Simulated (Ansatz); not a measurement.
Cartesian coordinates in Å:
```
C 1.207 0.378 0.445
Si -0.483 0.941 -0.073
Se -1.352 -0.475 -1.692
C -1.127 -1.957 -0.643
N -0.974 -2.892 0.018
H 1.895 0.377 -0.402
H 1.157 -0.634 0.855
H 1.601 1.044 1.217
H -0.485 2.243 -0.785
H -1.439 0.974 1.060
```

Charge 0, multiplicity 1.

List the B3LYP/def2-TZVPP orbital energies in eV (Ansatz 0.2.0). (Best estimate.)

Computed: Occupied: -12352.13, -1800.04, -1581.45, -1419.63, -1419.57, -1419.53, -389.70, -278.34, -277.06, -213.75, -157.87, -157.69, -157.54, -144.54, -99.91, -99.83, -99.81, -58.64, -58.59, -58.46, -58.32, -58.31, -24.90, -20.87, -19.75, -14.93, -13.00, -11.98, -11.93, -10.49, -10.38, -10.16, -9.87, -9.76, -8.66, -7.32. Lowest empty: -0.89, -0.59, -0.08, 0.13, 0.79, 1.25, 1.70, 1.83.

B3LYP here is the variant with VWN-RPA as its local correlation; programs differ in this.
